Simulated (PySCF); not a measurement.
[Cr(H2O)4]3+: Cr(III) (d3), charge +3. The structure is a model geometry with rigid ligands and bond lengths from ionic radii and bond length changed to 1.08 of its base value, not a minimum; coordination tetrahedral, point group D2d, metal–donor distances 2.00 Å.

```
13

Cr    0.0000    0.0000    0.0000
O     1.1567    1.1567    1.1567
H     0.9406    2.0366    1.4886
H     2.0366    0.9406    1.4886
O    -1.1567   -1.1567    1.1567
H    -0.9406   -2.0366    1.4886
H    -2.0366   -0.9406    1.4886
O    -1.1567    1.1567   -1.1567
H    -2.0366    0.9406   -1.4886
H    -0.9406    2.0366   -1.4886
O     1.1567   -1.1567   -1.1567
H     2.0366   -0.9406   -1.4886
H     0.9406   -2.0366   -1.4886
```

Method (PySCF 2.14, density fitting): CASSCF(3,5) with orbitals averaged over all microstates of the shell, strongly contracted NEVPT2 on the averaged canonical orbitals; basis x2c-TZVPall on the metal, x2c-SVPall elsewhere; spin-free X2C; gas phase; spin-orbit coupling by state interaction with the mean-field operator over all roots.

**Question.** What is the ground state?

**Answer.** 4E (from 4T1) (S = 3/2, orbital degeneracy 2), with 1.9 electrons in the lower (e-type) set and 1.1 in the upper (t2-type) set, by NEVPT2.

**Question.** List the excited states of the same spin.

**Answer.** By NEVPT2: 4A2 (from 4T1) at 1364 cm⁻¹; 4B2 (from 4T2) at 3323 cm⁻¹; 4E (from 4T2) at 7721 cm⁻¹ (1295 nm); 4B1 (from 4A2) at 13166 cm⁻¹ (760 nm); 4E (from 4T1) at 17594 cm⁻¹ (568 nm); 4A2 (from 4T1) at 19469 cm⁻¹ (514 nm). The strongest, at 17594 cm⁻¹, has f = 1.4e-04.

**Question.** Which is the lowest state of another spin?

**Answer.** 2A1 (from 2E) at 9459 cm⁻¹ by NEVPT2; CASSCF alone puts it at 12550 cm⁻¹ above the same ground state.

**Question.** What ligand-field parameters describe the result?

**Answer.** At CASSCF level (the NEVPT2 levels don't fit a ligand-field model well): orbital energies 0, 3303, 7122, 7122, 7826 cm⁻¹; 10Dq = 5706 cm⁻¹ (difference of the means of the two sets); B = 1046 cm⁻¹; C = 3974 cm⁻¹; B over its free-ion value at the same level 0.906; rms of the fit 172 cm⁻¹; ζ = 256 cm⁻¹ (free ion 278).

**Question.** What are the magnetic parameters?

**Answer.** Degenerate or low-lying orbital states mix with the ground state, so no spin-only Hamiltonian applies. The lowest spin-orbit level is 2-fold, effective g = 1.18, 1.18, 3.61; the next lies at 90.1 cm⁻¹. μeff is 3.53 μB at 300 K and 2.15 μB at 10 K; the spin-only value is 3.88 μB.

The geometry is a model, and the complex may not exist in this form. The ground state is orbitally degenerate in this regular structure, which would distort (Jahn–Teller), so its moment is that of the undistorted model. NEVPT2 lifts 4E (from 4T2) from 6442 to 7721 cm⁻¹; on the d shell alone such lifts tend to overshoot. NEVPT2 on the d shell alone tends to put d–d bands too high for such charged or covalently bound ions.

The job took 6.9 s on one thread of AMD EPYC 7R43 64-Core Processor (shared host), with 144 basis functions, launched as `OMP_NUM_THREADS=1 python lf_run.py task.json out`.
